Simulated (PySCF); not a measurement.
C₆ coefficients of unlike pairs at PBE

Calculated with PySCF 2.14 from the dipole response of each species, C₆(A,B) = (3/π) ∫ α_A(iu) α_B(iu) du, in atomic units, from isotropic polarisabilities. For ions this is the dispersion term alone; charge-induced terms of lower order in 1/R come first.

```json
{"species": "S", "configuration": "[Ne] 3s2 3p4 (3P)", "basis": "dyall-acv3z (19s12p6d4f)", "relativity": "none", "α (bohr³)": "20.57", "C₆ (like pair)": "142.8"}
{"species": "Cl⁺", "configuration": "[Ne] 3s2 3p4 (3P)", "basis": "dyall-av3z (19s12p3d2f)", "relativity": "none", "α (bohr³)": "8.759", "C₆ (like pair)": "41.70"}
{"species": "N²⁺", "configuration": "[He] 2s2 2p1 (2P)", "basis": "dyall-av2z (11s7p2d)", "relativity": "none", "α (bohr³)": "2.584", "C₆ (like pair)": "3.660"}
{"species": "N⁺", "configuration": "[He] 2s2 2p2 (3P)", "basis": "aug-cc-pVQZ (6s5p4d3f2g)", "relativity": "none", "α (bohr³)": "3.918", "C₆ (like pair)": "8.488"}
```

Problem. Estimate C₆ for N⁺ with Cl⁺.

Solution. The integral gives 18.78. The combination rule 2 C_A C_B / (C_A α_B/α_A + C_B α_A/α_B) gives 18.81 and the geometric mean 18.81.

No spin-orbit coupling is included.

The other pairs:

| pair | C₆ |
| --- | --- |
| N⁺, N²⁺ | 5.572 |
| N⁺, S | 33.76 |
| N²⁺, S | 22.17 |
| N²⁺, Cl⁺ | 12.32 |
| Cl⁺, S | 75.44 |
